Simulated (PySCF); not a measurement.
Species: WCl$_{4}$, charge 0, multiplicity 3. The spin state was set by rule; other spins were not relaxed. SMILES: [Cl][W]([Cl])([Cl])[Cl]
Geometry: optimised at B3LYP-D3(BJ)/def2-TZVP (Ansatz).

Dispersion corrections to the total energy (kcal/mol) from the dftd3 and dftd4 libraries through PySCF: D3(BJ) without and D4 with the three-body term, each with the damping fitted for the functional named.

```tsv
functional	D3(BJ)	D4
PBE0	-5.27	-5.02
B2PLYP	___	-4.01
BP86	-11.53	-8.52
TPSS	-7.31	-7.61
CAM-B3LYP	-5.97	___
B2GP-PLYP	-9.99	___
r2SCAN	-1.56	-1.29
```

Q: Some entries are withheld; supply them.

A: 
- B2PLYP, D3(BJ): -6.30
- CAM-B3LYP, D4: -5.38
- B2GP-PLYP, D4: -2.59
